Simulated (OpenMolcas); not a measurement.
W+: CASPT2 settings compared

- Program: OpenMolcas
- Basis: ANO-RCC-VQZP [9s8p6d4f3g2h]
- Scalar Hamiltonian: DKH3, point nucleus
- Active space: 5 electrons in 6 orbitals (5d 6s)
- State averaging: 2S+1 = 6 even, 6 roots; 2S+1 = 4 even, 59 roots kept (CI in the orbitals of an earlier block); 2S+1 = 2 even, 58 roots kept (CI in the orbitals of an earlier block)
- Spin-orbit coupling: RASSI with atomic mean-field integrals over the reference wave functions, term energies averaged over their components

Methods on the same reference wave functions:
A. CASSCF
B. XMS-CASPT2, IPEA 0 Eh, imaginary shift 0.05 Eh (closed shells correlated: 5s 5p)
C. XMS-CASPT2, IPEA 0.2 Eh, sigma2 regulariser 0.2 Eh (closed shells correlated: 5s 5p)
D. XMS-CASPT2, IPEA 0.1 Eh, imaginary shift 0.4 Eh (closed shells correlated: 4f 5s 5p)

Energies in eV above 5d4 6s 6D 1/2, the measured ground level; measured values from NIST Handbook of Basic Atomic Spectroscopic Data.

```json
{"Level": "5d4 6s 6D 1/2", "A": "0.0000", "B": "0.0000", "C": "0.0000", "D": "0.0000", "Measured": "0.0000"}
{"Level": "5d4 6s 6D 3/2", "A": "0.1629", "B": "0.2031", "C": "0.1852", "D": "0.1890", "Measured": "0.1883"}
{"Level": "5d4 6s 6D 5/2", "A": "0.3639", "B": "0.429", "C": "0.399", "D": "0.405", "Measured": "0.3933"}
{"Level": "5d4 6s 6D 7/2", "A": "0.5657", "B": "0.625", "C": "0.597", "D": "0.602", "Measured": "0.5847"}
{"Level": "5d4 6s 6D 9/2", "A": "0.7653", "B": "0.800", "C": "0.782", "D": "0.785", "Measured": "0.7621"}
{"Level": "5d5 6S 5/2 [67 %]", "A": "1.0981", "B": "0.993", "C": "1.029", "D": "1.010", "Measured": "0.9200"}
{"Level": "5d4 6s 4P 1/2(1) [58 %]", "A": "1.5189", "B": "1.081", "C": "1.222", "D": "1.194", "Measured": ""}
{"Level": "5d4 6s 4F 7/2(1) [62 %]", "A": "2.2802", "B": "1.427", "C": "1.557", "D": "1.563", "Measured": ""}
{"Level": "5d4 6s 4D 1/2(1) [60 %]", "A": "2.3144", "B": "1.583", "C": "1.763", "D": "1.756", "Measured": ""}
{"Level": "5d4 6s 4D 3/2(1) [70 %]", "A": "2.5249", "B": "1.844", "C": "2.021", "D": "2.012", "Measured": ""}
{"Level": "5d4 6s 4H 11/2 [59 %]", "A": "2.6495", "B": "2.269", "C": "2.319", "D": "2.292", "Measured": ""}
{"Level": "5d4 6s 4H 13/2", "A": "2.9040", "B": "2.512", "C": "2.572", "D": "2.546", "Measured": ""}
```

Deviations, from unrounded energies. A percentage is the sum of absolute deviations over the sum of measured energies, with the sign that they share, or ± where signs differ.

```tsv
Against measurement	Levels	A	B	C	D
mean absolute deviation (cm-1)	5	410	330	240	230
fine structure of the ground term (%)	4	±4.0	+6.7	±2.1	+2.7
other configurations (%)	1	+19.4	+7.9	+11.9	+9.8
```

C, D lie about equally close to measurement and A furthest from it. The largest miss of D in the table is 5d5 6S 5/2 [67 %], by +720 cm-1. The ranking rests on the paired levels alone, and a cruder setting can come out closer through cancelling errors.

Among B to D the level of the table that moves most is 5d4 6s 4D 1/2(1) [60 %], by 1500 cm-1 (lowest in B, highest in C). Moves below CASPT2's spread within the term are not significant.

The mean deviations of B to D differ by less than CASPT2's widest spread within a term (640 cm-1), so their order carries little weight.

From A to B the spin-free energies of the other terms of 5d4 6s shown, above 6D, scale by factors of 0.42 to 0.80.

The lowest spin-free term lies below A's lowest term by 0.359 hartree in B, 0.348 hartree in C, 1.323 hartree in D.

CASPT2 does not keep the components of a term degenerate, so their means are used; among the terms shown or strongly mixed into the levels shown the widest spread is 640 cm-1 (5d4 6s 4F(1), C). Over all roots computed the reference weight is 0.84 to 0.92 in B, 0.86 to 0.93 in C; the roots of lowest weight are the least certain, and an intruder state may touch them. Terms from blocks run as CI alone lack orbitals of their own. Configurations are named by rounded mean occupations; where the s occupation lies near a half they are strongly mixed, a name can repeat and a true partner stay unpaired. A single d shell beside an s shell can misplace configurations of different d count against each other. Without dynamic correlation excited terms often stand tens of per cent too high (terms of higher spin than the ground term too low), and those without a measured partner can miss by more than the paired ones (holds for A). The CASPT2 spread within a term exceeds the gap to the next term for 5d4 6s 4G and 5d4 6s 4H, 5d4 6s 4F(2) and 5d4 6s 2P, so the order of their levels is uncertain, and so are names and mixing where such terms share a J (holds for C; D). Computed and measured levels are paired by configuration, term and J; levels that our copy of the source lacks, or whose pairing is in doubt (as where it misses far off the trend of its configuration), stay unpaired and out of the deviations. Levels of configurations outside the active space are missing. Levels that lie high or do not pair safely by name in every column are left out.

A share in square brackets marks a mixed level and gives the weight of the term that names it, the lowest over the columns. A number in round brackets counts repeated terms of one configuration in the order of the reference energies.
